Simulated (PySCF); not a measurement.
Molecule: `s1c(Cl)cc(CC)n1`, C5H6ClNS.

Cartesian coordinates in Å; atom numbers follow the order of the lines, from 1:
```xyz
14

C    -1.894   -0.194   -0.613
C    -1.144    0.267    0.638
C     0.313    0.429    0.351
C     1.215   -0.644    0.156
C     2.463   -0.159   -0.117
Cl    3.884   -1.048   -0.423
S     2.423    1.573   -0.111
N     0.833    1.624    0.235
H    -2.947   -0.337   -0.385
H    -1.487   -1.133   -0.981
H    -1.807    0.552   -1.398
H    -1.271   -0.470    1.434
H    -1.540    1.225    0.974
H     0.960   -1.684    0.218
```

Frames of a GFN2-xTB Langevin trajectory at 300 K; GIAO PBE0/pcSseg-1 shieldings in PySCF 2.14, gas phase, non-relativistic; equivalent atoms averaged within each frame.

References, each an isolated molecule treated in the same way: ¹³C (σref 186.93) and ¹H (σref 31.72) vs TMS; ³⁵Cl (σref 949.78) vs HCl; ³³S (σref 503.73) against CS2; ¹⁵N (σref 267.73) vs NH3. The references are static minima.

How do the shifts (ppm) fluctuate along the trajectory?

## Answers


```
         time (fs)     C3     C5     C4    C2    C1  Cl6   S7     N8   H14  H12/H13
optimised geometry  176.0  172.1  127.1  32.3  18.4  203  394  330.0  7.01     2.91
               250  179.4  166.9  128.8  32.3  14.2  186  397  336.6  7.54     3.26
               425  178.0  179.8  126.1  29.1  12.8  205  461  325.5  7.03     2.61
               625  173.7  169.8  126.9  25.7  15.7  209  379  352.6  6.89     3.05
               800  172.1  168.3  124.6  34.0  13.6  198  416  343.7  6.77     3.80
              1000  170.4  176.4  127.9  31.6  20.9  213  394  325.5  7.02     3.12
    mean of frames  174.7  172.2  126.9  30.5  15.5  202  409  336.8  7.05     3.17
standard deviation    3.8    5.6    1.6   3.2   3.2   10   32   11.8  0.29     0.43
```

5 frames give an uncertainty of the mean of about the standard deviation over 2.2 at best, since frames this close in time may not be independent; classical motion lacks zero-point vibration, and the reference would need the same averaging.
